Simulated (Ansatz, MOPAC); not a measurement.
Species: PH4, charge 0, multiplicity 2. SMILES: [H][P@TB18]([H])([H])[H]

Atoms: P1, H2, H3, H4, H5. Bonds: P1-H2, P1-H3, P1-H4, P1-H5.

Bond lengths (Å) and angles (degrees) optimised at PM6 with MOPAC; HF/3-21G with Ansatz (a program for electronic structure); PBE/6-31G* with Ansatz; B3LYP/6-31G* with Ansatz, each started from the B3LYP-D3(BJ)/def2-TZVP structure (Ansatz) of the last column. A row stands for all coordinates that are equal there. 6-31G* holds six Cartesian d functions. At PM6 the structure is a saddle point. At HF/3-21G the structure is a saddle point. No wavenumbers were computed at PBE/6-31G*, so these may be saddle points.

```tsv
coordinate	PM6	HF/3-21G	PBE/6-31G*	B3LYP/6-31G*	B3LYP-D3(BJ)/def2-TZVP
P1-H2	1.454	1.416	1.426	1.414	1.408
P1-H3	1.572	1.617	1.546	1.534	1.523
H2-P1-H3	97.3	92.4	92.2	92.5	92.9
H2-P1-H4	101.6	97.9	98.2	99.1	99.9
H3-P1-H5	156.8	172.8	173.4	172.3	170.9
```

Mean signed difference of all 4 bond lengths from B3LYP-D3(BJ)/def2-TZVP: PM6 0.048 Å, HF/3-21G 0.051 Å, PBE/6-31G* 0.020 Å, B3LYP/6-31G* 0.009 Å.
